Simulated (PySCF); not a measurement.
CH8GeOSi, SMILES O([CH2][GeH3])[SiH3] (GFN2-xTB optimised geometry):

```
12

Si     1.485    -0.111     0.000
O     -0.131    -0.111     0.000
C     -1.004     0.973     0.000
Ge    -0.831     2.216     1.540
H      2.023     0.506     1.220
H      2.008     0.632    -1.153
H      1.694    -1.548    -0.076
H     -2.023     0.569    -0.005
H     -0.885     1.548    -0.929
H     -1.983     3.171     1.515
H     -0.851     1.496     2.849
H      0.425     3.026     1.479
```

Calculation: PySCF 2.14.0 with CAM-B3LYP/def2-TZVP.

What are the frontier orbital energies and the dipole moment?

HOMO-2 -10.92 eV, HOMO-1 -10.05 eV, HOMO -8.99 eV, LUMO 0.97 eV, LUMO+1 1.95 eV; dipole moment 0.74 D.

Meta-Löwdin charges at CAM-B3LYP/def2-TZVP: Si1 0.78, O2 -0.62, C3 -0.17, Ge4 0.35, H5 -0.13, H6 -0.13, H7 -0.11, H8 0.12, H9 0.10, H10 -0.07, H11 -0.06, H12 -0.07.
